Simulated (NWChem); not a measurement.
Molecule: C3H5NO2; SMILES O=C/N=C/CO

```xyz
11

O      0.8723    -2.3195     0.4243
C     -0.2515    -1.9479     0.1643
N     -0.5840    -0.6726    -0.3219
C     -0.1860     0.3619     0.3067
C     -0.4349     1.7545    -0.2133
O      0.6941     2.5898    -0.0105
H     -1.1305    -2.6161     0.2156
H      0.3629     0.2983     1.2567
H     -0.7525     1.7018    -1.2639
H     -1.2499     2.2124     0.3614
H      1.4108     2.2670    -0.5793
```
Atoms are numbered in this order, from 1.

The geometry was optimised at B3LYP/6-31G* (spherical d).

Task: Give the principal values of the shielding tensors (ppm) of O1, C2, N3, C4, C5 from B3LYP/6-31G* (spherical d), GIAO (NWChem), with their diamagnetic and paramagnetic parts as GIAO splits them.

Result: 
| atom | σ11 | σ22 | σ33 | isotropic | diamagnetic | paramagnetic |
|---|---|---|---|---|---|---|
| O1 | -611.4 | -270.2 | 320.1 | -187.2 | 398.8 | -585.9 |
| C2 | -62.2 | 35.5 | 98.6 | 24.0 | 253.2 | -229.2 |
| N3 | -306.8 | -114.9 | 136.1 | -95.2 | 326.6 | -421.8 |
| C4 | -43.6 | -1.6 | 128.7 | 27.8 | 253.9 | -226.1 |
| C5 | 102.7 | 120.7 | 152.9 | 125.4 | 247.2 | -121.8 |
